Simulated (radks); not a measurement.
Removal energies from the germanium ion Ge9+, [Ar] 3d5, by Delta-SCF beside the eigenvalue of the level emptied. Calculated with a radial shooting solver on a logarithmic mesh with Libxc functionals: scalar-relativistic Kohn-Sham, BLYP, spin-polarised, spherical densities, finite nucleus; Fermi nuclear charge, rms radius of each element as measured or else 0.836 A^(1/3) + 0.57 fm. Open shells are filled with parallel spins first.

removed from	final configuration	Delta-SCF (eV)	-eigenvalue (eV)
3d	[Ar] 3d4	252.02	234.24
3p	[Ne] 3s2 3p5 3d5	329.34	312.74
3s	[Ne] 3s1 3p6 3d5	383.47	366.78
2p	[He] 2s2 2p5 3s2 3p6 3d5	1469.0	1423.9
